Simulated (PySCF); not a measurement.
**Excitation energy of Hf²⁺ by level of theory**

Hf²⁺ [Xe] 4f14 5d2 (3F) → Hf²⁺ [Xe] 4f14 5d1 6s1 (3D), as a difference of total energies. All numbers are calculated (PySCF 2.14, scalar relativity through the core potential, in def2-QZVPPD with the def2 core potential (60 electrons) (7s6p4d3f2g, 84 functions)). Correlated levels: valence: 5s2 5p6 frozen. The calculations carry no spin-orbit coupling.

| method | excitation energy (cm⁻¹) |
| --- | --- |
| UHF | 2647.7 |
| MP2 (valence) | 2444.0 |
| SCS-MP2 (valence) | 2579.8 |
| CCSD (valence) | 2349.5 |

Question: How much does correlation contribute at MP2 (valence)?

Answer: 2444.0 − (2647.7) = -203.7 cm⁻¹, measured against UHF.

With two correlated electrons CCSD is exact in that space.
